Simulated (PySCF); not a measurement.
Calculation: B3LYP-D3(BJ)/def2-TZVP (PySCF). Gas-phase values, no solvent. One relaxed conformer stands for a flexible species; it need not be the lowest. B3LYP has the VWN-RPA correlation part, as in Gaussian. Excitations are Tamm–Dancoff values on a coarser integration grid. The basis has no diffuse functions, so Rydberg states are missing or too high.

Reference species (SMILES): `C(B)BO` (neutral, multiplicity 1).

| Item | Value |
|---|---|
| HOMO–LUMO gap | 6.74 eV |
| HOMO | -8.50 eV |
| T1 excitation (TDA) | 5.01 eV |

Changed species: `C(O)BB`.

What does the change do to the HOMO–LUMO gap, HOMO and T1 excitation (TDA)?

the HOMO–LUMO gap decreases by 1.29 eV, to 5.45 eV; the HOMO increases by 1.04 eV, to -7.46 eV; the T1 excitation (TDA) decreases by 0.96 eV, to 4.05 eV.
